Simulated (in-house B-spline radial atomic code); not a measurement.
A fraction x of an electron is removed from 4p in Rh VI (Rh5+), starting from [Kr] 4d4 and keeping the highest spin. Level of theory: scalar-relativistic (X2C) r2SCAN0, spin-polarised, spherical fractional occupations, Fermi nucleus of rms radius 4.4945 fm; calculated with an all-electron radial atomic-structure program (B-spline basis).

Caution: exact exchange at fractional occupations of open shells leaves self-interaction of up to several eV.

| x | E(x) - E(0) (eV) | 4p down level (eV) |
| --- | --- | --- |
| 0 | 0.0000 | -120.745 |
| 0.04 | 4.8428 | -121.393 |
| 0.15 | ? | ? |
| 0.37 | 45.7885 | -126.773 |
| 0.5 | 62.4077 | -128.907 |
| 0.57 | 71.4715 | -130.060 |
| 0.66 | ? | ? |
| 0.82 | 104.5025 | -134.192 |
| 0.93 | 119.3639 | -136.016 |
| 1 | 128.9257 | -137.178 |

(1) What belongs in the row x = 0.15?

(2) What belongs in the row x = 0.66?

(3) Check Janak's theorem between x = 0.37 and 0.5.

Results:

(1) An energy change of 18.2942 eV; 4p down at -123.180 eV.

(2) An energy change of 83.2437 eV; 4p down at -131.545 eV.

(3) The slope of the energy is 127.84 eV; the orbital levels give 127.84 eV (-ε of the emptying orbital, averaged over the two points).
